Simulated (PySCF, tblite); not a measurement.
Isomers of C7H9O (doublet state). Method: GFN2-xTB as coded in tblite; computed harmonic values from a numerical Hessian at the method's own geometry, unscaled. Errors from tens to a few hundred cm⁻¹ against measured bands are possible. One conformer each. Open shells enter through the occupations alone, without spin polarisation, and single modes of such species can be off by tens of per cent.

Electronic energies: B3LYP/pcH-1 single points on the GFN2-xTB geometries (PySCF, gas phase).

```csv
SMILES,"electronic energy, lowest = 0 (kJ/mol)"
[CH2]OC1=CC=C(C)C1,0.0
OC[C@]12C[C@@H]3[C]1[C@@H]3C2,227.7
OC[C@@]12[CH][C@H]3[C@@H](C1)[C@H]32,192.5
C[C@@]12[CH][C@@H](C1)[C@H]2C=O,163.2
```

Question: How do GFN2-xTB zero-point energies change the relative energies?

Answer: 
| SMILES | ZPE (kJ/mol) | of it from modes above 1550 cm⁻¹ | electronic (kJ/mol) | with ZPE, lowest = 0 (kJ/mol) | lowest mode (cm⁻¹) | rings |
| --- | --- | --- | --- | --- | --- | --- |
| [CH2]OC1=CC=C(C)C1 | 354.6 | 174.3 | 0.0 | 0.0 | 108 | 1 |
| C[C@@]12[CH][C@@H](C1)[C@H]2C=O | 360.2 | 171.7 | 163.2 | 168.7 | 75 | 3 |
| OC[C@@]12[CH][C@H]3[C@@H](C1)[C@H]32 | 362.9 | 166.4 | 192.5 | 200.8 | 59 | 3 |
| OC[C@]12C[C@@H]3[C]1[C@@H]3C2 | 366.7 | 164.5 | 227.7 | 239.7 | 80 | 3 |

The zero-point energies span 12.1 kJ/mol, from `[CH2]OC1=CC=C(C)C1` to `OC[C@]12C[C@@H]3[C]1[C@@H]3C2`. The order is unchanged.

Question: And how do the electronic energies of GFN2-xTB itself compare?

Answer: `[CH2]OC1=CC=C(C)C1` 0.0; `C[C@@]12[CH][C@@H](C1)[C@H]2C=O` 190.2; `OC[C@@]12[CH][C@H]3[C@@H](C1)[C@H]32` 147.9; `OC[C@]12C[C@@H]3[C]1[C@@H]3C2` 179.6 kJ/mol, lowest = 0. Against the energies above, taken from the same isomer `[CH2]OC1=CC=C(C)C1`, the largest difference is 48.1 kJ/mol.

Question: What do entropy and thermal enthalpy add at 298.15 K and 1 bar (rigid rotor, harmonic oscillator, one conformer each)?

Answer: 
```json
{"SMILES": "[CH2]OC1=CC=C(C)C1", "point group": "Cs", "symmetry number": "1", "S (J/(mol K))": "380.5", "H − H(0) (kJ/mol)": "25.52", "ZPE + H − H(0) − TS (kJ/mol)": "266.7"}
{"SMILES": "C[C@@]12[CH][C@@H](C1)[C@H]2C=O", "point group": "C1", "symmetry number": "1", "S (J/(mol K))": "365.0", "H − H(0) (kJ/mol)": "22.89", "ZPE + H − H(0) − TS (kJ/mol)": "274.3"}
{"SMILES": "OC[C@@]12[CH][C@H]3[C@@H](C1)[C@H]32", "point group": "C1", "symmetry number": "1", "S (J/(mol K))": "355.0", "H − H(0) (kJ/mol)": "21.44", "ZPE + H − H(0) − TS (kJ/mol)": "278.5"}
{"SMILES": "OC[C@]12C[C@@H]3[C]1[C@@H]3C2", "point group": "C1", "symmetry number": "1", "S (J/(mol K))": "349.2", "H − H(0) (kJ/mol)": "20.70", "ZPE + H − H(0) − TS (kJ/mol)": "283.2"}
```

S holds R ln(2S + 1) for the spin.
